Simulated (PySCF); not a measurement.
# Reading the logs of faulty runs: AlBGeH5

These are calculations, not measurements. They come from PySCF 2.14.0, an open-source quantum chemistry program, on an isolated molecule that a program drew, which may never have been made. The molecule is AlBGeH5 (charge 0, doublet), drawn as the SMILES string `[AlH2][B][GeH3]`.

Each row is a Hartree-Fock (HF) and frozen-core CCSD(T) single point in the cc-pV(D+d)Z basis, meant for a local HF minimum. Run 1 is clean. Each other run has one planted mistake out of seven kinds, and not every kind appears here: one electron removed, one electron added, multiplicity raised by two, geometry at a saddle point, minimal basis STO-3G, one bond length entered in bohr, all coordinates scaled. The reference is restricted for singlets and unrestricted otherwise, and also for a bond in bohr. Adding or removing an electron swaps singlet and doublet. Electrons count all cores. HOMO and LUMO are orbital energies over both spins, the gradient is its largest component, and the lowest frequency (negative if imaginary) is given only where the gradient is small. Bond lengths are over the 7 bonds as drawn. T1 is the CCSD diagnostic: over 0.02 (restricted) or 0.045 (unrestricted) a single reference is doubtful. Germanium has the cc-pVDZ-PP basis, with a core potential (ECP10MDF) in place of its 10 inner electrons, and its 3s, 3p and 3d shells are frozen in CCSD(T).

Geometry of the clean run:
```xyz
8
AlBGeH5, angstrom
Al    1.5881    1.2556   -0.7245
B     0.2367    0.3949    0.5949
Ge   -1.1538   -0.4342    1.8837
H     3.1303    0.9358   -0.5743
H     1.0586    2.2192   -1.8619
H    -2.5281    0.1134    1.4713
H    -1.1962   -1.9653    1.7972
H    -0.8965   -0.0487    3.3461
```

| run | electrons | basis functions | <S^2> | HOMO (eV) | LUMO (eV) | gradient (hartree/bohr) | lowest frequency (cm^-1) | mean bond (Å) | longest bond (Å) | T1 | HF (hartree) | CCSD(T) (hartree) | mistake |
|---|---|---|---|---|---|---|---|---|---|---|---|---|---|
| 1 | 55 | 85 | 0.760 | -8.37 | 0.64 | 2.7e-05 | 53 | 1.7018 | 2.076 | 0.0167 | -562.79525 | -563.08026 | no fault |
| 2 | 55 | 85 | 1.611 | -8.15 | 0.56 | 7.4e-03 | - | 1.9029 | 2.989 | 0.0499 | -562.70107 | -562.97614 | one bond length entered in bohr |
| 3 | 54 | 85 | 0.000 | -16.38 | -6.15 | 3.8e-02 | - | 1.7018 | 2.076 | 0.0204 | -562.53093 | -562.80454 | one electron removed |
| 4 | 55 | 85 | 3.760 | -8.45 | -1.23 | 9.7e-03 | - | 1.7018 | 2.076 | 0.0348 | -562.71462 | -562.99274 | multiplicity raised by two |
| 5 | 55 | 85 | 0.758 | -8.54 | 0.69 | 5.7e-02 | - | 1.5657 | 1.910 | 0.0162 | -562.74893 | -563.03307 | ? |

**Which mistake was planted in run 5, and what did it cost?**

The mean and the longest bond both change by the same factor, 0.920, and the gradient is no longer small. So the mistake is: all coordinates scaled. Subtracting run 1 and multiplying by 627.51 kcal/mol a hartree, the energy moved by 29.1 kcal/mol in HF and 29.6 kcal/mol in CCSD(T).

Cautions from the logs. Run 2: T1 is over the limit, so its CCSD(T) energy is less reliable; run 3: T1 is over the limit, so its CCSD(T) energy is less reliable.
